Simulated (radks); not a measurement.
Results of a calculation; reference values are marked as such.
Q: Level of theory: non-relativistic Kohn-Sham, LDA (Slater exchange, VWN5 correlation), spin-unpolarised, spherical densities, point nucleus (a radial shooting solver on a logarithmic mesh with Libxc functionals). Response by self-consistent Sternheimer equations with the Hartree and adiabatic LDA kernel. For heavy and open-shell atoms this level of theory can miss by tens of per cent. Rank Sc3+, F+, Mn3+, Mn, Si, Xe+ (NIST ground configurations) by static dipole polarisability, largest first.

A: Mn 62.76, Si 45.28, Xe+ 18.58, Sc3+ 2.170, Mn3+ 2.130, F+ 1.888 bohr^3.
